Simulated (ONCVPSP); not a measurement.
## Potentials for carbon compared

Generated with ld1.x 7.5 (TM, RRKJ, ultrasoft, PAW), atompaw 4.2 or ONCVPSP 4.0.1. The cutoff is in Ry: for ld1.x and atompaw files where the sum of valence levels is converged to 10 mRy in a Bessel basis, for ONCV files where the hardest occupied wave has 1 mHa per electron of residual kinetic energy. The error is the largest all-electron minus pseudo excitation energy over each file’s own four to seven test configurations (ionisations up to +4, promotions, holes and added fractions of an electron), all of which were solved. The labels leave out finer settings (local radius, basis sizes, second energies), which also bear on the numbers. Spin-polarised tests are not counted. The rows are a selection from randomly drawn settings: files with unsolved tests, undetermined cutoffs or missed reference levels are left out.

A true bound ghost makes a file unfit for plane-wave use even where its test errors are small: the radial tests pick states by their node count and pass the ghost by.

| potential | cutoff (Ry) | largest error (meV) | bound ghosts |
| --- | --- | --- | --- |
| ONCV, LDA (Perdew-Wang 92), scalar-relativistic, rc 1.35/1.65 (sp), local smoothed, core correction yes, reference 2s1.75 2p2.25, qcut 4.8/10.4, projectors 2/2 | 52 | +82 | none |
| ONCV, LDA (Perdew-Zunger), scalar-relativistic, rc 1.10/1.65 (sp), local smoothed, core correction no, reference 2s2 2p2, qcut 6.4/8.3, projectors 2/2 | 42 | +430 | none |
| ONCV, PBE, scalar-relativistic, rc 1.20/2.25/2.35 (spd), local smoothed, core correction no, reference 2s2 2p2, qcut 5.6/7.1/4.1, projectors 3/3/2 | 33 | +751 | none |
| ONCV, PBEsol, scalar-relativistic, rc 1.25/2.35/1.75 (spd), local smoothed, core correction yes, reference 2s1.5 2p2.5, qcut 6.1/6.5/5.6, projectors 2/2/2 | 33 | +473 | none |
| ONCV, PBE, scalar-relativistic, rc 1.00/1.70/1.30 (spd), local s, core correction yes, reference 2s2 2p2, qcut 7.1/9.9/6.7, projectors 0/2/1 | 46 | +236 | none |

(1) Fill in the row for C: ONCV, PBEsol, scalar-relativistic, rc 0.60/1.90 (sp), local smoothed, core correction no, reference 1s2 2s2 2p1, qcut 21.1/6.5, projectors 2/2.

(2) Fill in the row for C: ONCV, PBE, scalar-relativistic, rc 1.05/2.60 (sp), local smoothed, core correction yes, reference 2s2 2p2, qcut 5.1/5.4, projectors 2/2.

(3) Fill in the row for C: ONCV, LDA (Perdew-Wang 92), scalar-relativistic, rc 1.30/1.85/1.70 (spd), local smoothed, core correction yes, reference 2s1.5 2p2.5, qcut 5.8/6.3/5.4, projectors 1/3/1.

## Answers

(1) cutoff 335 Ry, largest error +252 meV, bound ghosts: p.

(2) cutoff 70 Ry, largest error +1486 meV, bound ghosts: none.

(3) cutoff 32 Ry, largest error +229 meV, bound ghosts: none.
